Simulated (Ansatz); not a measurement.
`CB(N)P` + `OB(F)F` → `FB(F)OP` + `CBN`  (cleavage of the P–B bond)

Gas-phase electronic energies from Ansatz, PBE0-D4/def2-TZVP geometries. CBS: MP2 limit from def2 TZ/QZ plus the TZ coupled-cluster correction, frozen cores. This one scheme is used for every species. Functionals use def2-TZVPP. Each species was taken in one conformer, which may not be the lowest.

(1) Is it downhill or uphill in electronic energy at CCSD(T)/CBS, and by how much? (Estimate.)

(2) What do these levels give: PBE-D4, B97M-V, ωB97M-V, BLYP, PBE0, HF/CBS(def2)? (An estimate is asked.)

Largest T1 diagnostic among the species: 0.013.

Answers

(1) The calculation gave: Uphill: ΔE = +41.4 kJ/mol.

(2) Computed: PBE-D4 49.4, B97M-V 43.5, ωB97M-V 33.6, BLYP 27.3, PBE0 46.5, HF/CBS(def2) 14.5 kJ/mol.

In def2-TZVPP, CCSD(T) changes the Hartree–Fock value by +23.9 kJ/mol (the triples alone add +3.4 kJ/mol) and MP2 by +27.2 kJ/mol. Leaving LDA and LC-ωPBE aside and taking each functional with its dispersion term where it has one, the values, not all of them listed here, spread over 22.1 kJ/mol, from CAM-B3LYP-D4 to revPBE-D4. LDA lies +4.9 kJ/mol from PBE without D4. At CCSD(T), def2-SVP lies +10.3 kJ/mol from the extrapolated value and def2-TZVPP −0.7 kJ/mol.
